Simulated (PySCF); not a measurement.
Ta(NH)(OH)2(NH2) (H₅N₂O₂Ta), SMILES [Ta]([OH])([OH])(=[NH])[NH2], multiplicity 1. Atoms are numbered in the order given.

```xyz
10

Ta     0.0192     0.0169     0.0000
N     -0.1600     1.7792     0.0000
H     -0.1764     2.7907     0.0000
O      0.9445    -0.6075     1.5609
H      1.2524    -0.2141     2.3797
O      0.9445    -0.6075    -1.5609
H      1.2524    -0.2141    -2.3797
N     -1.8487    -0.6553     0.0000
H     -2.0850    -1.6452     0.0000
H     -2.6969    -0.0992     0.0000
```

Geometry optimised at PBE0-D3(BJ)/def2-SVP. The multiplicity is an assumed one; no other spin state was optimised. The structure was generated by enumeration; whether it is a known compound was not checked. The def2 effective core potentials stand for the cores of Ta; spin–orbit coupling is left out. Other conformers were not sampled.

The numbers are results of TDA-PBE/def2-SVPD run with PySCF 2.14.0, not measurements.

Vertical excitations. Isolated molecule, no solvent. State labels are in the subgroup Cs.

Computed UV-visible absorptions:
| state | symmetry | energy (eV) | λ (nm) | f | main pairs |
|---|---|---|---|---|---|
| S1 | A" | 5.31 | 234 | 0.004 | HOMO→LUMO 95 % |
| S2 | A" | 5.38 | 231 | 0.010 | HOMO→LUMO+1 95 % |
| S3 | A" | 5.45 | 227 | 0.002 | HOMO−1→LUMO 89 % |
| S4 | A" | 5.51 | 225 | 0.019 | HOMO−1→LUMO+1 95 % |
| S5 | A' | 5.61 | 221 | 0.014 | HOMO−2→LUMO+1 99 % |
| S6 | A' | 5.80 | 214 | 0.005 | HOMO−2→LUMO 57 %, HOMO−1→LUMO+2 39 % |
| S7 | A' | 5.95 | 209 | 0.009 | HOMO→LUMO+3 55 %, HOMO→LUMO+2 42 % |
| S8 | A" | 5.96 | 208 | 0.001 | HOMO−2→LUMO+2 95 % |
| S9 | A" | 6.06 | 204 | 0.000 | HOMO→LUMO+4 99 % |
| S10 | A' | 6.15 | 201 | 0.015 | HOMO−1→LUMO+3 55 %, HOMO−1→LUMO+2 25 % |
| T1 | A' | 4.95 | 250 | 0 | HOMO−2→LUMO 84 % |
| T2 | A" | 5.13 | 241 | 0 | HOMO−1→LUMO 51 %, HOMO→LUMO 40 % |
| T3 | A" | 5.19 | 239 | 0 | HOMO→LUMO 57 %, HOMO−1→LUMO 39 % |
| T4 | A" | 5.24 | 237 | 0 | HOMO→LUMO+1 96 % |
Triplets are in the Tamm–Dancoff approximation.
